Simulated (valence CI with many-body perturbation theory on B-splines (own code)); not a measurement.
## E1 line list for Lu⁵⁸⁺

Method: configuration interaction combined with many-body perturbation theory (CI+MBPT): three valence electrons over a frozen Dirac-Fock core [Ne], radial functions for each j: 11 s, 11 p, 10 d, 8 f, 5 g, 2 h, with the one-electron correlation potential Σ1, the two-electron term Σ2, the three-electron term Σ3, Breit, model QED; selected CI, second order for the rest, scaled by the run's own slope (own B-spline code, finite nucleus).

No measured spectrum was set against this ion. As an estimate, large intervals hold to a few tenths of a per cent, small ones and those within an open d or f shell to about a per cent.

Lines 1 to 50 of 589 in falling wavelength, among levels below 2962.7 eV, chosen from the strongest by gf and those to the six lowest levels. Wavelengths and rates use the calculated energies. Electric multipoles are in the length gauge, E1 and E2 with the static RPA response of the core. Weak lines are less certain than strong ones. Lines between different terms over intervals too small for the method are left out, as are lines whose strength nearly cancels. The highest levels of a list are the least certain.

Levels are named by their leading jj configuration (3d3/2^4 stands for four electrons in 3d with j = 3/2), which in mixed levels can hold well under half, so a name can repeat and another be missing. Letters in brackets count levels of one name in rising energy.

```tsv
λ vac (nm)	Upper	Lower	A (s⁻¹)	S (a.u.) with core polarisation	S without
19.07	(3s 3p1/2 4p1/2) J=1/2 [a]	(3s 3p1/2 4s) J=1/2 [a]	9.94e+09	6.81e-02	6.83e-02
18.74	(3s 3p1/2 4p1/2) J=3/2	(3s 3p1/2 4s) J=3/2	6.53e+09	8.49e-02	8.51e-02
17.63	(3s^2 4p1/2) J=1/2	(3s^2 4s) J=1/2	1.33e+10	7.22e-02	7.24e-02
15.27	(3s 3p1/2 4p1/2) J=1/2 [b]	(3s 3p1/2 4s) J=3/2	1.75e+10	6.15e-02	6.18e-02
9.674	(3s 3p1/2 3p3/2) J=3/2 [a]	(3s^2 3p3/2) J=3/2	1.82e+09	3.25e-03	3.30e-03
9.270	(3p1/2 3p3/2 3d5/2) J=7/2 [b]	(3s 3p3/2 3d5/2) J=5/2 [b]	1.08e+10	3.41e-02	3.46e-02
9.176	(3p1/2 3d3/2^2) J=5/2	(3s 3d3/2^2) J=3/2	1.17e+10	2.67e-02	2.71e-02
9.114	(3p1/2 3p3/2 3d5/2) J=9/2	(3s 3p3/2 3d5/2) J=7/2 [b]	8.98e+09	3.36e-02	3.41e-02
9.047	(3p1/2 3d3/2 3d5/2) J=9/2	(3s 3d3/2 3d5/2) J=7/2 [b]	2.01e+10	7.35e-02	7.46e-02
8.732	(3s^2 3p3/2) J=3/2	(3s 3p1/2^2) J=1/2	1.28e+08	1.68e-04	1.71e-04
8.722	(3p1/2 3d3/2 3d5/2) J=7/2 [a]	(3s 3d3/2 3d5/2) J=5/2 [a]	1.11e+10	2.92e-02	2.97e-02
8.545	(3s 3p1/2 3d5/2) J=7/2	(3s^2 3d5/2) J=5/2	2.04e+10	5.01e-02	5.09e-02
8.537	(3p1/2 3d3/2 3d5/2) J=9/2	(3s 3d3/2 3d5/2) J=9/2	1.04e+10	3.18e-02	3.23e-02
8.535	(3s 3p1/2 3p3/2) J=5/2	(3s^2 3p3/2) J=3/2	1.22e+10	2.25e-02	2.29e-02
8.523	(3p1/2 3d3/2 3d5/2) J=7/2 [a]	(3s 3d3/2 3d5/2) J=7/2 [a]	9.75e+09	2.38e-02	2.42e-02
8.443	(3p1/2 3d5/2^2) J=9/2	(3s 3d5/2^2) J=7/2	3.39e+10	1.01e-01	1.02e-01
8.312	(3p1/2 3d5/2^2) J=5/2	(3s 3d5/2^2) J=3/2	2.69e+10	4.57e-02	4.64e-02
8.052	(3p1/2 3p3/2 3d5/2) J=9/2	(3s 3p3/2 3d5/2) J=7/2 [a]	1.29e+10	3.32e-02	3.37e-02
8.043	(3p1/2^2 3p3/2) J=3/2	(3s 3p1/2 3p3/2) J=3/2 [b]	5.92e+09	6.08e-03	6.18e-03
7.998	(3s 3p1/2 3d5/2) J=5/2 [b]	(3s^2 3d5/2) J=5/2	1.55e+10	2.35e-02	2.38e-02
7.919	(3s 3p1/2^2) J=1/2	(3s^2 3p1/2) J=1/2	3.31e+10	1.62e-02	1.65e-02
7.871	(3p1/2 3d5/2^2) J=1/2	(3s 3d5/2^2) J=1/2	5.67e+10	2.73e-02	2.77e-02
7.848	(3p1/2 3d3/2 3d5/2) J=5/2 [b]	(3s 3d3/2 3d5/2) J=5/2 [b]	1.84e+10	2.63e-02	2.67e-02
7.836	(3p1/2 3p3/2 3d3/2) J=7/2	(3s 3p3/2 3d3/2) J=7/2	1.67e+10	3.17e-02	3.23e-02
7.797	(3p1/2 3p3/2 3d5/2) J=5/2 [a]	(3s 3p3/2 3d5/2) J=3/2 [a]	2.42e+10	3.40e-02	3.45e-02
7.712	(3p1/2 3d5/2^2) J=3/2	(3s 3d5/2^2) J=5/2	4.10e+10	3.71e-02	3.77e-02
7.684	(3p1/2 3p3/2 3d5/2) J=3/2 [b]	(3s 3p3/2 3d5/2) J=1/2	2.59e+10	2.32e-02	2.36e-02
7.673	(3p1/2^2 3d5/2) J=5/2	(3s 3p1/2 3d5/2) J=3/2	3.34e+10	4.47e-02	4.54e-02
7.616	(3p1/2 3d3/2 3d5/2) J=7/2 [b]	(3s 3d3/2 3d5/2) J=7/2 [b]	1.42e+10	2.48e-02	2.52e-02
7.611	(3p1/2 3d5/2^2) J=5/2	(3s 3d5/2^2) J=5/2	3.15e+10	4.11e-02	4.17e-02
7.603	(3p1/2 3d3/2^2) J=3/2	(3s 3d3/2^2) J=5/2	3.02e+10	2.62e-02	2.66e-02
7.562	(3p1/2 3d5/2^2) J=7/2	(3s 3d5/2^2) J=9/2	3.99e+10	6.82e-02	6.93e-02
7.484	(3s 3p1/2 3p3/2) J=3/2 [b]	(3s^2 3p3/2) J=3/2	2.18e+10	1.80e-02	1.83e-02
7.467	(3p1/2 3p3/2 3d5/2) J=3/2 [a]	(3s 3p3/2 3d5/2) J=5/2 [a]	3.62e+10	2.97e-02	3.02e-02
7.447	(3p1/2^2 3d5/2) J=5/2	(3s 3p1/2 3d5/2) J=5/2 [b]	3.41e+10	4.17e-02	4.24e-02
7.402	(3s 3p1/2 3d3/2) J=3/2 [a]	(3s 3p1/2 3p3/2) J=3/2 [b]	2.25e+10	1.80e-02	1.83e-02
7.391	(3p1/2 3d5/2^2) J=9/2	(3s 3d5/2^2) J=9/2	2.75e+10	5.47e-02	5.56e-02
7.268	(3p1/2 3p3/2 3d5/2) J=5/2 [a]	(3s 3p3/2 3d5/2) J=5/2 [a]	2.49e+10	2.83e-02	2.88e-02
7.251	(3p1/2 3d3/2 3d5/2) J=7/2 [b]	(3s 3d3/2 3d5/2) J=9/2	4.43e+10	6.67e-02	6.77e-02
7.159	(3p1/2 3p3/2 3d5/2) J=7/2 [b]	(3s 3p3/2 3d5/2) J=7/2 [a]	2.15e+10	3.12e-02	3.17e-02
7.152	(3p1/2 3p3/2^2) J=5/2	(3s 3p3/2^2) J=5/2	2.50e+10	2.71e-02	2.75e-02
7.103	(3p1/2^2 3p3/2) J=3/2	(3s 3p1/2 3p3/2) J=5/2	4.07e+10	2.88e-02	2.93e-02
7.081	(3s 3p1/2 3p3/2) J=1/2	(3s^2 3p3/2) J=3/2	2.86e+10	1.00e-02	1.02e-02
7.063	(3p1/2 3p3/2 3d5/2) J=5/2 [b]	(3s 3p3/2 3d5/2) J=7/2 [a]	3.11e+10	3.25e-02	3.30e-02
7.040	(3p1/2^2 3d3/2) J=3/2	(3s 3p1/2 3d3/2) J=5/2	6.97e+10	4.80e-02	4.88e-02
7.028	(3p1/2^2 3d5/2) J=5/2	(3s 3p1/2 3d5/2) J=7/2	6.38e+10	6.56e-02	6.67e-02
7.015	(3p1/2 3p3/2 3d5/2) J=7/2 [a]	(3s 3p3/2 3d5/2) J=9/2	4.87e+10	6.64e-02	6.75e-02
6.977	(3p1/2 3p3/2^2) J=3/2	(3s 3p3/2^2) J=5/2	4.75e+10	3.18e-02	3.23e-02
6.907	(3s 3p1/2 3d3/2) J=5/2	(3s 3p1/2 3p3/2) J=3/2 [b]	6.02e+09	5.88e-03	5.97e-03
6.834	(3p1/2 3d3/2 3d5/2) J=5/2 [b]	(3s 3d3/2 3d5/2) J=7/2 [a]	2.68e+10	2.53e-02	2.57e-02
```
